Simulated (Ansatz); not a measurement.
H$_{7}$NSi$_{2}$, triplet, at the geometry of the source list (a higher spin typed on purpose: for a closed-shell molecule this is an excited state); PBE0/cc-pVDZ run with Ansatz (a program for electronic structure).

Input for Ansatz:
Ansatz 0.2 input:
```yaml
crystal:
  periodic: [false, false, false]
  atoms:
    - {symbol: Si, position_ang: [1.50560000, -0.27340000, 0.36250000]}
    - {symbol: N, position_ang: [0.07130000, -0.10200000, -0.59140000]}
    - {symbol: Si, position_ang: [-1.52270000, 0.37580000, -0.11470000]}
    - {symbol: H, position_ang: [2.59990000, -0.41860000, -0.59790000]}
    - {symbol: H, position_ang: [1.62810000, 0.93790000, 1.16900000]}
    - {symbol: H, position_ang: [1.44940000, -1.45020000, 1.23920000]}
    - {symbol: H, position_ang: [0.10060000, -0.60610000, -1.46300000]}
    - {symbol: H, position_ang: [-2.20310000, -0.66720000, 0.66350000]}
    - {symbol: H, position_ang: [-2.24770000, 0.62060000, -1.36190000]}
    - {symbol: H, position_ang: [-1.38140000, 1.58310000, 0.69470000]}
basis:
  gaussian:
    orbitals: cc-pVDZ
    point_charges:
      - {charge: 1.0, position_ang: [3.3005, -4.1658, -2.0609]}
hamiltonian:
  xc: pbe0
magnetization: {spin_polarized: true, initial_magnetization: 2}
```

The log (banner, timings and long lists left out):

```
Functional definition: PBE0
802 factors; integrals over basis functions are off by at most 1.0e-3 eV
mean field evaluation 1: about -17340.3516 eV, gradient 3.1e1 eV
mean field evaluation 2: about -17329.8679 eV, gradient 5.4e1 eV
mean field evaluation 4: about -17345.2236 eV, gradient 3.3e0 eV
mean field evaluation 8: about -17345.4787 eV, gradient 1.6e-1 eV
mean field evaluation 16: about -17345.4792 eV, gradient 6.7e-4 eV
mean field -17345.47916707 eV, -637.4346022017 hartree, gradient 4.9e-5 eV, S^2 2.006433; 2 other end points of the search recorded, 0 dependent functions left out
reference -17345.47919923 eV, -637.4346033835 hartree; 22, 20 occupied and 63, 65 virtual orbitals, 802 factors
Total energy: -17345.47919923 eV, -637.4346033835 hartree
```
